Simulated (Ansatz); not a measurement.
Molecule: sum formula H₃Si₂OCl₂, net charge -1, singlet state. It need not be the lowest isomer of its formula. Whether it binds its extra electron was not tested at this geometry. 
Structure (B3LYP-D3(BJ)/def2-TZVP (Ansatz, a program for electronic structure) minimum search):
```
Si
O 1 1.5774
H 1 1.4695 2 117.14
Si 2 1.8227 1 126.66 3 -35.71
H 4 1.5475 2 96.08 1 59.36
H 4 1.5478 5 91.74 2 96.38
Cl 1 2.0918 3 105.52 2 -127.07
Cl 1 2.1013 3 105.48 2 122.98
```
Charge -1, spin multiplicity 1.

Basis-set convergence of Hartree-Fock and CCSD(T) correlation energies (hartree) with Ansatz. Correlated levels leave the core frozen unless marked. Spin-orbit coupling is left out. Non-relativistic.

```json
[
 {"basis": "aug-cc-pV(D+d)Z", "functions": "178", "E(HF)": "-1573.69893", "E(corr, CCSD(T))": "-0.79409"},
 {"basis": "aug-cc-pV(T+d)Z", "functions": "335", "E(HF)": "(withheld)", "E(corr, CCSD(T))": "(withheld)"}
]
```

### Question
Fill in the missing entries.

### Answer

- aug-cc-pV(T+d)Z, E(HF): -1573.77691
- aug-cc-pV(T+d)Z, E(corr, CCSD(T)): -0.98134
